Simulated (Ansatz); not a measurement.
Computed with Ansatz.

Basis-set series for CH6BFSeSi. Total charge 0; spin multiplicity 1. The bonds changed during the relaxation, so this is another structure than the one it started from. The structure was optimised at the PBE0-D4/def2-TZVP level. It is one conformer, not always the lowest.

```xyz
11

B    -0.321   -0.262    1.642
C     0.940    0.406    1.069
F     1.787   -0.266    0.253
Se   -0.621    1.257    0.021
Si   -0.452   -0.129   -1.808
H    -0.815    0.240    2.608
H    -0.636   -1.345    1.254
H     1.463    1.237    1.536
H     0.823    0.125   -2.515
H    -1.596    0.282   -2.659
H    -0.571   -1.546   -1.401
```

```json
{"functional": "PBE0-D4", "basis": "def2-SVP", "functions": "122", "energy (Eh)": "-2856.35378", "HOMO (eV)": "-7.73", "LUMO (eV)": "-0.66"}
{"functional": "PBE0-D4", "basis": "def2-TZVPP", "functions": "267", "energy (Eh)": "-2856.94437", "HOMO (eV)": "-7.76", "LUMO (eV)": "-0.84"}
{"functional": "ωB97M-V", "basis": "def2-SVP", "functions": "122", "energy (Eh)": "-2856.70192", "HOMO (eV)": "-9.80", "LUMO (eV)": "1.41"}
{"functional": "ωB97M-V", "basis": "def2-TZVPP", "functions": "267", "energy (Eh)": "-2857.29965", "HOMO (eV)": "-9.86", "LUMO (eV)": "1.06"}
```

Q: Give the rows for def2-QZVPP. (Best estimate.)

A: The calculation gave: 
```tsv
functional	basis	functions	energy (Eh)	HOMO (eV)	LUMO (eV)
PBE0-D4	def2-QZVPP	510	-2857.01360	-7.77	-0.89
ωB97M-V	def2-QZVPP	510	-2857.36592	-9.86	0.90
```

Positive LUMOs are unbound and depend on the basis. Scalar relativity is left out up to krypton.
